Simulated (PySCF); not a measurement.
BFH, SMILES [BH]F, multiplicity 2.

Coordinates come from a PBE0-D3(BJ)/def2-TZVPD optimisation. The isomer is the one that the SMILES or the coordinates give; other isomers of the formula were not compared.

All values below come from PySCF with M06-2X/def2-TZVPD.

Isolated molecule, no solvent.

total energy: -125.26166 hartree
point group: Cs
α spin, highest occupied and lowest empty level: -7.27 and -0.51 eV
β spin, highest occupied and lowest empty level: -13.03 and -1.71 eV
dipole moment: 0.66 D
quadrupole, principal values (traceless, Buckingham form, about the centre of nuclear charge): -2.01, 0.05, 1.95 D·Å
mean static polarisability: 19.0 bohr³ (2.82 Å³)
polarisability, principal values: 18.2, 18.7, 20.2 bohr³
⟨S²⟩: 0.753 (pure state 0.75)
